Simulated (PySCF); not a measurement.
# XPS shifts beside NMR shieldings

C6H12OP (charge +1).
Numbering: `[CH3:1]/[CH:2]=[CH:3]\[PH2+:4][CH2:5][C:6]([CH3:7])=[O:8]`

Binding energies: delta-SCF UKS SCAN, pcX-2 on the ionised atom, pcseg-1 elsewhere, spin-free X2C in PySCF 2.14.0. Shieldings: GIAO PBE0/pcSseg-1, non-relativistic, same geometry.

| atom | isotropic shielding (ppm) |
| --- | --- |
| C1 | 163.5 |
| C2 | 6.0 |
| C3 | 83.9 |
| C5 | 141.6 |
| C6 | -25.2 |
| C7 | 153.5 |

Question: What are the C 1s binding energies of these atoms?

Answer: 
```tsv
atom	environment	C 1s (eV)	isotropic shielding (ppm)
C7	methyl carbon next to a carbonyl	294.91	153.5
C3	alkene CH carbon	295.03	83.9
C1	allylic carbon	295.04	163.5
C2	alkene CH carbon	295.40	6.0
C5	sp3 carbon bound to phosphorus	295.89	141.6
C6	ketone carbonyl carbon	297.93	-25.2
```

Question: Among the listed atoms, is the one with the highest binding energy also the least shielded?

Answer: Yes: C6 has both (297.93 eV, -25.2 ppm).

Over these 6 sites the two quantities correlate at r = -0.68. By binding energy: C7 < C3 ≈ C1 < C2 < C5 < C6. By shielding: C6 < C2 < C3 < C5 < C7 < C1.

Spin contamination (⟨S²⟩ against 0.75 for a pure doublet) is marked for C 1s of C2 (0.88) and C 1s of C6 (0.91), which makes these values less certain. The species carries charge +1, so core ionisation leaves charge +2. One conformer (not necessarily the lowest) at the PBE0-D3(BJ)/def2-SVP geometry, without solvent, vibrations or thermal averaging.

Shape of the structure used: `[CH3:1]/[CH:2]=[CH:3]\[PH2+:4][CH2:5][C:6]([CH3:7])=[O:8]`: C2–C3–P4–C5 109°, C3–P4–C5–C6 65°, P4–C5–C6–C7 180°.
